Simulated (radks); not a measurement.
Bi LXIV, configuration [Ar] 3d2 (the NIST ground configuration). Method: scalar-relativistic Kohn-Sham, PBEsol, spin-polarised, spherical densities, finite nucleus; open shells are filled with parallel spins first (spin-orbit coupling, left out, can overturn this in heavy ions); Fermi nuclear charge, rms radius 5.5211 fm; computed with a radial shooting solver on a logarithmic mesh with Libxc functionals. Some entries of the table are withheld. Estimate them.

orbital,occ.,eigenvalue (hartree),r(max) (bohr)
1s up,1,-3505.329,0.009665
1s down,1,-3505.320,0.009665
2s up,1,-770.4355,0.05605
2s down,1,-769.9604,0.05604
2p up,3,-684.9228,0.04673
2p down,3,-684.5329,0.04671
3s up,1,-296.7225,0.1533
3s down,1,-296.1725,0.1534
3p up,3,(1),0.1522
3p down,3,(2),0.1523
3d up,2,(3),0.1217
3d down,0,(4),0.1219
4s up,0,-154.1563,(5)
4s down,0,-153.9581,(6)
4p up,0,-144.2603,0.3171
4p down,0,-144.0648,0.3175

Answer. 
(1) 3p up eigenvalue (hartree): -271.8720
(2) 3p down eigenvalue (hartree): -271.3210
(3) 3d up eigenvalue (hartree): -251.0327
(4) 3d down eigenvalue (hartree): -250.3254
(5) 4s up r(max) (bohr): 0.3103
(6) 4s down r(max) (bohr): 0.3106
